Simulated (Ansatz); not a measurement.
Consider the cleavage of the Si–Si bond: `C[SiH]([SiH3])[SeH]` + H–F → `C[SiH](F)[SeH]` + SiH₄.

Gas-phase electronic energies from Ansatz, PBE0-D4/def2-TZVP geometries. CCSD(T)/CBS adds triple-zeta CCSD(T) − MP2 to the extrapolated MP2 energy (def2 sets, frozen cores). This one scheme is used for every species. Functionals use def2-TZVPP. B3LYP here is the variant with VWN-RPA as its local correlation; programs differ in this. For Se outer-core shells are correlated without core-valence functions, which leaves a few kJ/mol of doubt a bond. Scalar relativity is left out up to krypton. One conformer a species, not always the lowest.

```json
{"level": "PBE0", "ΔE (kJ/mol)": "-130.7"}
{"level": "B3LYP", "ΔE (kJ/mol)": "-154.1"}
```

**Question.** What does CCSD(T)/CBS give? (Best estimate.)

**Answer.** Computed: -138.5 kJ/mol. The listed levels differ from it by 7.8, -15.6 kJ/mol.

Largest T1 diagnostic among the species: 0.011.

From PBE to PBE0 (25 % exact exchange), in def2-TZVPP and without D4, ΔE moves by −3.1 kJ/mol. In def2-TZVPP, CCSD(T) changes the Hartree–Fock value by +32.1 kJ/mol (the triples alone add +4.4 kJ/mol) and MP2 by +29.6 kJ/mol.
